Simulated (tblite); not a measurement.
Species: C₇H₃O₂ (doublet state).
Atom-mapped SMILES: `[CH:1]#[C:2][c:3]1[c:4][cH:5][cH:6][c:7](=[O:8])[o:9]1` (hydrogens: H10 on C1; H11 on C5; H12 on C6)

Structure optimised with GFN2-xTB, isolated species. This method treats the open shell by occupation alone, without spin polarisation.

(1) Give the optimised bond lengths and angles.

Answers

(1) 
```
  bond  length (Å)
 C1≡C2       1.201
 C2–C3       1.412
 C3=C4       1.344
 C4–C5       1.390
 C5=C6       1.361
 C6–C7       1.451
 C7=O8       1.205
 C7–O9       1.376
 C3–O9       1.360
C1–H10       1.050
C5–H11       1.080
C6–H12       1.079
```

A selection of angles:
```
    angle  degrees
C2–C1–H10    179.3
 C1–C2–C3    179.5
 C2–C3–C4    125.3
 C2–C3–O9    115.5
 C4–C3–O9    119.2
 C3–C4–C5    123.3
 C4–C5–C6    117.6
C4–C5–H11    121.1
C6–C5–H11    121.4
 C5–C6–C7    120.9
C5–C6–H12    122.4
C7–C6–H12    116.6
 C6–C7–O8    125.2
 C6–C7–O9    116.7
 O8–C7–O9    118.1
 C3–O9–C7    122.3
```

Torsions: C2–C3–C4–C5 180° (antiperiplanar); C3–C4–C5–C6 0° (synperiplanar); C4–C5–C6–C7 0° (synperiplanar); C5–C6–C7–O8 180° (antiperiplanar); C6–C7–O9–C3 0° (synperiplanar); C2–C3–O9–C7 180° (antiperiplanar).

C5 (carbon bonded to 2 C and H) is planar (angles 121.4°, 121.1° and 117.6°, sum 360.0°, 0.00 Å off the plane of its three neighbours). The 9 heavy atoms lie in one plane (0.001 Å rms). The C–O distances run from 1.205 Å (C7=O8, drawn double) to 1.376 Å (C7–O9, drawn single), a spread of 0.171 Å. O9 (oxygen bonded to 2 C) is bent (angle 122.3°). C3 (carbon bonded to 2 C and O) is planar (angles 125.3°, 119.2° and 115.5°, sum 360.0°, 0.00 Å off the plane of its three neighbours). The 6 C–C bonds span 1.201 Å (C1≡C2, drawn triple) to 1.451 Å (C6–C7, drawn single), a spread of 0.250 Å. C7 (carbon bonded to C and 2 O) is planar (angles 125.2°, 118.1° and 116.7°, sum 360.0°, 0.00 Å off the plane of its three neighbours).

Point group: Cs (every atom within 0.08 Å of its image). Its GFN2-xTB frequencies are all real (lowest 106 cm⁻¹).

The run took 0.1 s on an AMD EPYC 9R45 with one thread, shared host with 96 logical CPUs at a one-minute load of 29. This is the geometry optimisation.

One conformer stands for the species.

These are computed values.
